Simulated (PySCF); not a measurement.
## Excitation energy of Pd⁺ by level of theory

Pd⁺ [Kr] 4d9 (2D) → Pd⁺ [Kr] 4d8 5s1 (4F), as a difference of total energies. Calculation: PySCF 2.14, in aug-cc-pVTZ-PP with ECP28MDF (6s6p5d3f2g, 88 functions); scalar relativity through the core potential. Correlated levels: valence: 4s2 4p6 frozen. The calculations carry no spin-orbit coupling.

```csv
method,excitation energy (eV),error (eV)
UHF,2.291,-0.903
LDA,2.979,-0.215
PBE,2.844,-0.350
PBE0,2.896,-0.298
r2SCAN,2.524,-0.670
r2SCANh,2.571,-0.623
BLYP,2.780,-0.414
MN15,3.616,+0.422
PBEsol,2.870,-0.324
MP2 (valence),3.280,+0.086
SCS-MP2 (valence),3.410,+0.216
```

Reference: 3.194 eV (measured; NIST levels, between the centres of gravity of the two terms).

Errors of the correlated levels include the incompleteness of this basis and the frozen core.
